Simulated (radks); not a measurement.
Re, configuration [Xe] 4f14 5d5 6s2. All-electron calculation, scalar-relativistic Kohn-Sham, SOGGA, spin-polarised, spherical densities, finite nucleus; open shells are filled with parallel spins first (spin-orbit coupling, left out, can overturn this in heavy ions); Fermi nuclear charge, rms radius 5.3698 fm. Program: a radial shooting solver on a logarithmic mesh with Libxc functionals. Some entries of the table are withheld. Estimate them.

| orbital | occ. | eigenvalue (eV) | r(max) (bohr) |
|---|---|---|---|
| 1s down | 1 | -71609.40 | 0.01125 |
| 1s up | 1 | -71609.40 | 0.01125 |
| 2s up | 1 | -12416.41 | 0.06455 |
| 2s down | 1 | -12416.18 | 0.06455 |
| 2p up | 3 | -10839.91 | 0.05303 |
| 2p down | 3 | -10839.72 | 0.05303 |
| 3s up | 1 | -2873.974 | 0.1820 |
| 3s down | 1 | -2873.895 | 0.1821 |
| 3p up | 3 | -2408.897 | 0.1804 |
| 3p down | 3 | -2408.809 | 0.1804 |
| 3d up | 5 | -1880.556 | 0.1469 |
| 3d down | 5 | -1880.399 | 0.1469 |
| 4s up | 1 | -599.0761 | 0.4127 |
| 4s down | 1 | -598.8652 | 0.4127 |
| 4p up | 3 | -446.4461 | 0.4331 |
| 4p down | 3 | -446.2445 | 0.4331 |
| 4d up | 5 | -254.7309 | 0.4433 |
| 4d down | 5 | -254.4886 | 0.4433 |
| 5s up | 1 | -85.6519 | 0.9395 |
| 5s down | 1 | -83.6329 | 0.9351 |
| 5p up | 3 | -47.7493 | 1.064 |
| 5p down | 3 | -45.1031 | 1.056 |
| 4f up | 7 | -41.9921 | 0.4167 |
| 4f down | 7 | -41.5219 | 0.4165 |
| 6s up | 1 | -6.5348 | (1) |
| 5d up | 5 | -6.3663 | 1.428 |
| 6s down | 1 | -4.6889 | (2) |
| 5d down | 0 | -3.3217 | 1.415 |
| 6p up | 0 | -1.4815 | 3.472 |

Answer. 
(1) 6s up r(max) (bohr): 2.515
(2) 6s down r(max) (bohr): 2.673
